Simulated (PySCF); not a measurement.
CdH2Se. Atoms are numbered in the order given.

```xyz
4

Cd     0.0004    -1.0179     0.0000
H      0.0078    -2.6907     0.0000
Se    -0.0429     1.4712     0.0000
H      1.4294     1.5293     0.0000
```
Charge 0, spin multiplicity 1.

Coordinates come from a B3LYP-D3(BJ)/def2-TZVP optimisation. The def2 effective core potentials stand for the cores of Cd; spin–orbit coupling is left out.

Calculation: M06-2X/def2-TZVPD in PySCF.

Gas-phase values at a fixed geometry.

```yaml
total_energy: -2570.48357 hartree
point_group: Cs
highest_occupied_level: -7.84 eV
lowest_empty_level: -0.55 eV
orbital_gap: 7.29 eV
dipole_moment: 1.51 D
quadrupole, principal values (traceless, Buckingham form, about the centre of nuclear charge): -8.15, 0.70, 7.44 D·Å
mean_static_polarisability: 64.4 bohr³ (9.54 Å³)
polarisability_principal_values: 51.8, 53.3, 88.1 bohr³
```
